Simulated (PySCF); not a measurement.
# Polarisability and C₆ of Bi³⁺ (bismuth, charge +3)

[Xe] 4f14 5d10 6s2, closed-shell 1S. Computed with PySCF 2.14 in aug-cc-pVQZ-DK3 (10s9p7d4f2g, 118 functions), with scalar relativity by spin-free X2C-1e. Coupled (time-dependent) response in atomic units; α is the mean over directions.

```json
{"method": "TPSS", "mean α (bohr³)": "9.870", "C₆ (like pair)": "58.47", "S(−4)": "25.15"}
```

S(−4) is the Cauchy moment in α(ω) = α(0) + S(−4) ω² + …

α(iu) at TPSS:

```
u (hartree)  α(iu) (bohr³)
          0          9.870
     0.0500          9.808
      0.100          9.627
      0.200          8.988
      0.300          8.145
      0.500          6.471
      0.750          4.919
       1.00          3.890
       1.50          2.661
       2.00          1.952
       3.00          1.173
       5.00         0.5412
```

A single London oscillator, α(iu) = α/(1 + u²/ω²), gives C₆ = (3/4) ω α². Matching the computed C₆ needs ω = 4 × 58.47 / (3 × 9.870²) = 0.800 hartree.

For an ion, C₆ is the dispersion term alone; charge-induced terms of lower order in 1/R come first.

Spin-orbit coupling, which splits the p, d and f shells strongly at this Z, is absent.
